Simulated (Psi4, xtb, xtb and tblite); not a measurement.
Internal rotation in SMILES C#CC[SiH2]O[SiH3]. Scanned: dihedral C2–C3–Si4–O5; all other coordinates were relaxed at GFN2-xTB. Points at φ and −φ are mirror images. Heavy atoms are numbered in the order of the SMILES C#CC[SiH2]O[SiH3], hydrogens after them in the order of the atoms that carry them; the mirror image has the same energies with the sign of each dihedral reversed.

Levels: GFN1-xTB // GFN2-xTB (xtb); B3LYP-D3(BJ)/def2-TZVP // GFN2-xTB (Psi4); GFN2-xTB (xtb and tblite).

Energies in kcal/mol, each method relative to its own lowest point.

```tsv
φ / °	GFN1-xTB	B3LYP-D3(BJ)/def2-TZVP	GFN2-xTB
-150	0.8	1.4	0.5
-120	1.1	2.5	1.2
-90	1.4	1.3	0.7
-60	0.7	0.0	0.2
-30	0.7	0.2	0.4
0	0.9	1.2	0.7
30	0.7	0.2	0.4
60	0.7	0.0	0.2
90	1.4	1.3	0.7
120	1.1	2.5	1.2
150	0.8	1.4	0.5
180	0.0	0.4	0.0
```
